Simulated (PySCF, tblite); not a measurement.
Isomers of C7H5ClO3S. Computed with GFN2-xTB (tblite): harmonic, unscaled wavenumbers at the GFN2-xTB geometry, gas phase. This tight-binding method is rough: wavenumbers can miss measured ones by several per cent, in bad cases by 10 to 20. One conformer each.

Electronic energies: PBE0/pcSseg-1 single points on the GFN2-xTB geometries (PySCF, gas phase).

```
                  SMILES  electronic energy, lowest = 0 (kJ/mol)
  O=Cc1ccccc1S(=O)(=O)Cl                                   217.2
O=Cc1ccc(S(=O)(=O)Cl)cc1                                   199.6
   COC(=O)c1ccsc1C(=O)Cl                                     0.0
O=Cc1cccc(S(=O)(=O)Cl)c1                                   199.9
```

Problem. How do GFN2-xTB zero-point energies change the relative energies?

Solution. 
| SMILES | ZPE (kJ/mol) | of it from modes above 1550 cm⁻¹ | electronic (kJ/mol) | with ZPE, lowest = 0 (kJ/mol) | lowest mode (cm⁻¹) | rings |
| --- | --- | --- | --- | --- | --- | --- |
| COC(=O)c1ccsc1C(=O)Cl | 277.3 | 112.9 | 0.0 | 0.0 | 29 | 1 |
| O=Cc1ccc(S(=O)(=O)Cl)cc1 | 278.8 | 120.3 | 199.6 | 201.1 | 28 | 1 |
| O=Cc1cccc(S(=O)(=O)Cl)c1 | 278.7 | 120.2 | 199.9 | 201.3 | 21 | 1 |
| O=Cc1ccccc1S(=O)(=O)Cl | 279.9 | 120.7 | 217.2 | 219.9 | 32 | 1 |

The zero-point energies span 2.6 kJ/mol, from `COC(=O)c1ccsc1C(=O)Cl` to `O=Cc1ccccc1S(=O)(=O)Cl`. The order is unchanged.

Problem. And how do the electronic energies of GFN2-xTB itself compare?

Solution. `COC(=O)c1ccsc1C(=O)Cl` 0.0; `O=Cc1ccc(S(=O)(=O)Cl)cc1` 66.8; `O=Cc1cccc(S(=O)(=O)Cl)c1` 68.1; `O=Cc1ccccc1S(=O)(=O)Cl` 70.2 kJ/mol, lowest = 0. Against the energies above, taken from the same isomer `COC(=O)c1ccsc1C(=O)Cl`, the largest difference is 147.0 kJ/mol.

Problem. What do entropy and thermal enthalpy add at 298.15 K and 1 bar (rigid rotor, harmonic oscillator, one conformer each)?

Solution. 
| SMILES | point group | symmetry number | S (J/(mol K)) | H − H(0) (kJ/mol) | ZPE + H − H(0) − TS (kJ/mol) |
| --- | --- | --- | --- | --- | --- |
| COC(=O)c1ccsc1C(=O)Cl | C1 | 1 | 478.3 | 34.62 | 169.3 |
| O=Cc1ccc(S(=O)(=O)Cl)cc1 | C1 | 1 | 457.9 | 32.81 | 175.1 |
| O=Cc1ccccc1S(=O)(=O)Cl | C1 | 1 | 450.3 | 32.51 | 178.2 |

Not tabulated: `O=Cc1cccc(S(=O)(=O)Cl)c1` (lowest mode only 21 cm⁻¹).
